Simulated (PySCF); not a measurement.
Zr(Cl)2(OH) (Cl₂HOZr), SMILES [OH][Zr]([Cl])[Cl] (connectivity only; charge and spin as stated), neutral, multiplicity 2.

Coordinates come from a PBE0-D3(BJ)/def2-SVP optimisation. The spin state was assumed, not searched. The isomer is the one that the SMILES or the coordinates give; other isomers of the formula were not compared. The def2 effective core potentials stand for the cores of Zr; spin–orbit coupling is left out. Other conformers were not sampled.

Two levels are set side by side: PBE/def2-TZVPD (PySCF) and r2SCAN/def2-TZVPD (PySCF). Same geometry, gas phase. Differences are taken from unrounded values.

| quantity | r2SCAN |
|---|---|
| α-spin orbital gap (eV) | 2.02 |
| β-spin orbital gap (eV) | 5.75 |
| dipole moment (D) | 2.96 |
| mean polarisability (bohr³) | 81.3 |

Question: What does PBE give, and how far is it from r2SCAN? (The exact figures need the calculation; the answer reports its results.)

Answer: 
| quantity | PBE | PBE minus r2SCAN |
|---|---|---|
| α-spin orbital gap (eV) | 1.41 | -0.61 |
| β-spin orbital gap (eV) | 4.89 | -0.86 |
| dipole moment (D) | 2.90 | -0.06 |
| mean polarisability (bohr³) | 85.8 | 4.5 |

Rough cost on one machine, each run with all the roots and properties that it gave: r2SCAN against PBE about 3 times.
